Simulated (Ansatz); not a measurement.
Ansatz (a first-principles code) input (B3LYP-D3(BJ)/def2-TZVP):

Ansatz 0.2 input:
```yaml
crystal:
  periodic: [false, false, false]
  atoms:
    - {symbol: F, position_ang: [-1.43609504, 0.77948595, -0.07780557]}
    - {symbol: C, position_ang: [-0.87843329, -0.49985824, 0.23940508]}
    - {symbol: Cl, position_ang: [1.12717558, -0.17693865, 0.00063329]}
    - {symbol: H, position_ang: [-0.96652992, -1.00826693, -0.74694631]}
basis:
  gaussian:
    orbitals: def2-TZVP
hamiltonian:
  xc: b3lyp
  dispersion: d3bj
total_charge: -1
phonons: {temperatures: {t_min: 298.15, t_max: 298.15, t_step: 100}}
```

Output:

```
Functional definition: B3LYP
integrals: 0.02 GiB planned
643 factors; their error is unknown
mean field: 0.27 GiB planned
mean field evaluation 1: about -16292.1411 eV, gradient 3.5e1 eV
mean field evaluation 2: about -16289.7558 eV, gradient 5.6e1 eV
mean field evaluation 4: about -16294.2378 eV, gradient 1.7e0 eV
mean field evaluation 8: about -16294.2450 eV, gradient 3.7e-2 eV
mean field evaluation 16: about -16294.2789 eV, gradient 3.5e-5 eV
mean field -16294.27891081 eV, -598.8037053133 hartree, gradient 3.5e-5 eV, S^2 0.000000; 0 other end points of the search recorded, 0 dependent functions left out
the calculation of the forces begins
reference -16294.27908729 eV, -598.8037117989 hartree; 17, 17 occupied and 88, 88 virtual orbitals, 643 factors
these checks for a lower state are left out or cut short: stability, starts, cluster_reference, orbital_swaps, neighbouring_geometries, increment
integrals: 0.02 GiB planned
643 factors; their error is unknown
mean field: 0.27 GiB planned
mean field -16294.27887483 eV, -598.8037039912 hartree, gradient 2.0e-6 eV, S^2 0.000000; 0 other end points of the search recorded, 0 dependent functions left out
the calculation of the forces begins
reference -16294.27905131 eV, -598.8037104766 hartree; 17, 17 occupied and 88, 88 virtual orbitals, 643 factors
these checks for a lower state are left out or cut short: stability, starts, cluster_reference, orbital_swaps, neighbouring_geometries, increment
integrals: 0.02 GiB planned
643 factors; their error is unknown
mean field: 0.27 GiB planned
mean field -16294.27890796 eV, -598.8037052087 hartree, gradient 2.0e-6 eV, S^2 0.000000; 0 other end points of the search recorded, 0 dependent functions left out
the calculation of the forces begins
reference -16294.27908445 eV, -598.8037116944 hartree; 17, 17 occupied and 88, 88 virtual orbitals, 643 factors
these checks for a lower state are left out or cut short: stability, starts, cluster_reference, orbital_swaps, neighbouring_geometries, increment
integrals: 0.02 GiB planned
643 factors; their error is unknown
mean field: 0.27 GiB planned
mean field evaluation 32: about -16294.2440 eV, gradient 3.1e-1 eV
mean field -16294.27886035 eV, -598.8037034591 hartree, gradient 2.0e-6 eV, S^2 0.000000; 0 other end points of the search recorded, 0 dependent functions left out
the calculation of the forces begins
reference -16294.27903686 eV, -598.8037099456 hartree; 17, 17 occupied and 88, 88 virtual orbitals, 643 factors
these checks for a lower state are left out or cut short: stability, starts, cluster_reference, orbital_swaps, neighbouring_geometries, increment
integrals: 0.02 GiB planned
643 factors; their error is unknown
mean field: 0.27 GiB planned
mean field -16294.27884495 eV, -598.8037028929 hartree, gradient 1.9e-6 eV, S^2 0.000000; 0 other end points of the search recorded, 0 dependent functions left out
the calculation of the forces begins
reference -16294.27902140 eV, -598.8037093775 hartree; 17, 17 occupied and 88, 88 virtual orbitals, 643 factors
these checks for a lower state are left out or cut short: stability, starts, cluster_reference, orbital_swaps, neighbouring_geometries, increment
integrals: 0.02 GiB planned
643 factors; their error is unknown
mean field: 0.27 GiB planned
mean field -16294.27890077 eV, -598.8037049444 hartree, gradient 2.0e-6 eV, S^2 0.000000; 0 other end points of the search recorded, 0 dependent functions left out
the calculation of the forces begins
reference -16294.27907724 eV, -598.8037114297 hartree; 17, 17 occupied and 88, 88 virtual orbitals, 643 factors
these checks for a lower state are left out or cut short: stability, starts, cluster_reference, orbital_swaps, neighbouring_geometries, increment
integrals: 0.02 GiB planned
[...]
643 factors; their error is unknown
mean field: 0.27 GiB planned
mean field -16294.27883943 eV, -598.8037026903 hartree, gradient 2.0e-6 eV, S^2 0.000000; 0 other end points of the search recorded, 0 dependent functions left out
the calculation of the forces begins
reference -16294.27901595 eV, -598.8037091771 hartree; 17, 17 occupied and 88, 88 virtual orbitals, 643 factors
these checks for a lower state are left out or cut short: stability, starts, cluster_reference, orbital_swaps, neighbouring_geometries, increment
integrals: 0.02 GiB planned
643 factors; their error is unknown
mean field: 0.27 GiB planned
mean field -16294.27881150 eV, -598.8037016639 hartree, gradient 2.0e-6 eV, S^2 0.000000; 0 other end points of the search recorded, 0 dependent functions left out
the calculation of the forces begins
reference -16294.27898799 eV, -598.8037081495 hartree; 17, 17 occupied and 88, 88 virtual orbitals, 643 factors
these checks for a lower state are left out or cut short: stability, starts, cluster_reference, orbital_swaps, neighbouring_geometries, increment
integrals: 0.02 GiB planned
643 factors; their error is unknown
mean field: 0.27 GiB planned
mean field evaluation 96: about -16294.2441 eV, gradient 1.7e-4 eV
mean field -16294.27881790 eV, -598.8037018990 hartree, gradient 2.0e-6 eV, S^2 0.000000; 0 other end points of the search recorded, 0 dependent functions left out
the calculation of the forces begins
reference -16294.27899438 eV, -598.8037083846 hartree; 17, 17 occupied and 88, 88 virtual orbitals, 643 factors
these checks for a lower state are left out or cut short: stability, starts, cluster_reference, orbital_swaps, neighbouring_geometries, increment
integrals: 0.02 GiB planned
643 factors; their error is unknown
mean field: 0.27 GiB planned
mean field -16294.27892031 eV, -598.8037056624 hartree, gradient 2.0e-6 eV, S^2 0.000000; 0 other end points of the search recorded, 0 dependent functions left out
the calculation of the forces begins
reference -16294.27909682 eV, -598.8037121491 hartree; 17, 17 occupied and 88, 88 virtual orbitals, 643 factors
these checks for a lower state are left out or cut short: stability, starts, cluster_reference, orbital_swaps, neighbouring_geometries, increment
integrals: 0.02 GiB planned
643 factors; their error is unknown
mean field: 0.27 GiB planned
mean field -16294.27886865 eV, -598.8037037638 hartree, gradient 2.0e-6 eV, S^2 0.000000; 0 other end points of the search recorded, 0 dependent functions left out
the calculation of the forces begins
reference -16294.27904510 eV, -598.8037102483 hartree; 17, 17 occupied and 88, 88 virtual orbitals, 643 factors
these checks for a lower state are left out or cut short: stability, starts, cluster_reference, orbital_swaps, neighbouring_geometries, increment
integrals: 0.02 GiB planned
643 factors; their error is unknown
mean field: 0.27 GiB planned
mean field -16294.27890274 eV, -598.8037050168 hartree, gradient 2.0e-6 eV, S^2 0.000000; 0 other end points of the search recorded, 0 dependent functions left out
the calculation of the forces begins
reference -16294.27907924 eV, -598.8037115029 hartree; 17, 17 occupied and 88, 88 virtual orbitals, 643 factors
these checks for a lower state are left out or cut short: stability, starts, cluster_reference, orbital_swaps, neighbouring_geometries, increment
integrals: 0.02 GiB planned
643 factors; their error is unknown
mean field: 0.27 GiB planned
mean field evaluation 128: about -16294.2789 eV, gradient 1.9e-6 eV
mean field -16294.27890797 eV, -598.8037052090 hartree, gradient 2.0e-6 eV, S^2 0.000000; 0 other end points of the search recorded, 0 dependent functions left out
the calculation of the forces begins
reference -16294.27908444 eV, -598.8037116940 hartree; 17, 17 occupied and 88, 88 virtual orbitals, 643 factors
these checks for a lower state are left out or cut short: stability, starts, cluster_reference, orbital_swaps, neighbouring_geometries, increment
integrals: 0.02 GiB planned
643 factors; their error is unknown
mean field: 0.27 GiB planned
mean field -16294.27891102 eV, -598.8037053210 hartree, gradient 2.0e-6 eV, S^2 0.000000; 0 other end points of the search recorded, 0 dependent functions left out
the calculation of the forces begins
reference -16294.27908751 eV, -598.8037118068 hartree; 17, 17 occupied and 88, 88 virtual orbitals, 643 factors
these checks for a lower state are left out or cut short: stability, starts, cluster_reference, orbital_swaps, neighbouring_geometries, increment
integrals: 0.02 GiB planned
643 factors; their error is unknown
mean field: 0.27 GiB planned
mean field -16294.27890480 eV, -598.8037050925 hartree, gradient 2.0e-6 eV, S^2 0.000000; 0 other end points of the search recorded, 0 dependent functions left out
the calculation of the forces begins
reference -16294.27908127 eV, -598.8037115778 hartree; 17, 17 occupied and 88, 88 virtual orbitals, 643 factors
these checks for a lower state are left out or cut short: stability, starts, cluster_reference, orbital_swaps, neighbouring_geometries, increment
integrals: 0.02 GiB planned
643 factors; their error is unknown
mean field: 0.27 GiB planned
mean field -16294.27888961 eV, -598.8037045343 hartree, gradient 2.0e-6 eV, S^2 0.000000; 0 other end points of the search recorded, 0 dependent functions left out
the calculation of the forces begins
reference -16294.27906607 eV, -598.8037110189 hartree; 17, 17 occupied and 88, 88 virtual orbitals, 643 factors
these checks for a lower state are left out or cut short: stability, starts, cluster_reference, orbital_swaps, neighbouring_geometries, increment
integrals: 0.02 GiB planned
643 factors; their error is unknown
mean field: 0.27 GiB planned
mean field -16294.27890409 eV, -598.8037050662 hartree, gradient 2.0e-6 eV, S^2 0.000000; 0 other end points of the search recorded, 0 dependent functions left out
the calculation of the forces begins
reference -16294.27908059 eV, -598.8037115527 hartree; 17, 17 occupied and 88, 88 virtual orbitals, 643 factors
these checks for a lower state are left out or cut short: stability, starts, cluster_reference, orbital_swaps, neighbouring_geometries, increment
integrals: 0.02 GiB planned
643 factors; their error is unknown
mean field: 0.27 GiB planned
mean field evaluation 160: about -16294.2788 eV, gradient 2.7e-1 eV
mean field -16294.27887748 eV, -598.8037040885 hartree, gradient 2.0e-6 eV, S^2 0.000000; 0 other end points of the search recorded, 0 dependent functions left out
the calculation of the forces begins
reference -16294.27905395 eV, -598.8037105737 hartree; 17, 17 occupied and 88, 88 virtual orbitals, 643 factors
these checks for a lower state are left out or cut short: stability, starts, cluster_reference, orbital_swaps, neighbouring_geometries, increment
integrals: 0.02 GiB planned
643 factors; their error is unknown
mean field: 0.27 GiB planned
mean field -16294.27888246 eV, -598.8037042716 hartree, gradient 2.0e-6 eV, S^2 0.000000; 0 other end points of the search recorded, 0 dependent functions left out
the calculation of the forces begins
reference -16294.27905895 eV, -598.8037107574 hartree; 17, 17 occupied and 88, 88 virtual orbitals, 643 factors
these checks for a lower state are left out or cut short: stability, starts, cluster_reference, orbital_swaps, neighbouring_geometries, increment
integrals: 0.02 GiB planned
643 factors; their error is unknown
mean field: 0.27 GiB planned
mean field -16294.27884262 eV, -598.8037028075 hartree, gradient 2.0e-6 eV, S^2 0.000000; 0 other end points of the search recorded, 0 dependent functions left out
the calculation of the forces begins
reference -16294.27901910 eV, -598.8037092931 hartree; 17, 17 occupied and 88, 88 virtual orbitals, 643 factors
these checks for a lower state are left out or cut short: stability, starts, cluster_reference, orbital_swaps, neighbouring_geometries, increment
integrals: 0.02 GiB planned
643 factors; their error is unknown
mean field: 0.27 GiB planned
mean field -16294.27884235 eV, -598.8037027973 hartree, gradient 2.0e-6 eV, S^2 0.000000; 0 other end points of the search recorded, 0 dependent functions left out
the calculation of the forces begins
reference -16294.27901883 eV, -598.8037092830 hartree; 17, 17 occupied and 88, 88 virtual orbitals, 643 factors
Total energy: -16294.36847467 eV, -598.8069967245 hartree
Atom 0 at    -1.436095     0.779486    -0.077806 Å, force    -0.000047     0.000140    -0.000058 eV/Å
Atom 1 at    -0.878433    -0.499858     0.239405 Å, force    -0.000095    -0.000653    -0.000824 eV/Å
Atom 2 at     1.127176    -0.176939     0.000633 Å, force     0.000344     0.000132     0.000083 eV/Å
Atom 3 at    -0.966530    -1.008267    -0.746946 Å, force    -0.000201     0.000381     0.000798 eV/Å
Dipole moment:     0.075797     0.116487    -0.311920 e Å
Vibrations: 240.40 434.25 844.98 1058.17 1328.17 2792.43 cm⁻¹, zero-point energy 0.415248 eV
```

It need not be the lowest isomer of its formula. Whether it binds its extra electron was not tested at this geometry.
